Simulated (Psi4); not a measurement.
CH$_{4}$Al (SMILES [CH3][AlH]), doublet, geometry from GFN2-xTB (such geometries of metal compounds can be far from the true shape) (the spin is typed, not shown lowest). Base run: MP2/3-21G run with Psi4 1.11.

Here is a job for Psi4.
```
memory 2 GB

molecule {
0 2
  Al   -0.25938545   -0.75214375   -0.12018737
  C     0.48446229    1.07227152    0.27095453
  H     0.30438004    1.37560530    1.30985890
  H     0.05669362    1.85748580   -0.36295771
  H     1.57107571    1.10460145    0.12062044
  H    -1.46691236   -0.99345282   -1.13081309
}

set basis 3-21g
set reference uhf
set freeze_core true

energy('mp2')
print_variables()
```

Variants of this job, named by their change:

```tsv
change	basis functions	E (Eh)	MP2 correlation (Eh)
base	30	-280.64451	-0.11902
basis = STO-3G	18	-278.74833	-0.07403
basis = 6-31G	30	-282.14521	-0.12012
basis = 6-31G*	42	-282.22632	-0.17180
basis = 6-31+G*	50	-282.23061	-0.17370
basis = cc-pVDZ	52	-282.27229	-0.19985
basis = cc-pV(D+d)Z	57	-282.27592	-0.19983
basis = def2-SVPD	76	-282.17716	-0.20859
basis = 6-311++G**	80	-282.29631	-0.21018
basis = aug-cc-pVDZ	86	-282.28376	-0.20884
basis = 6-311+G(2d,p)	86	-282.30850	-0.21913
basis = def2-TZVP	92	-282.32604	-0.23261
basis = cc-pVTZ	120	-282.34171	-0.24477
```

Totals compare only among sets that treat the same electrons; sets with core potentials leave the core out.

Open shells are given as the SCF converged; they aren't shown to be the lowest states, and a large step between rows can be another state.
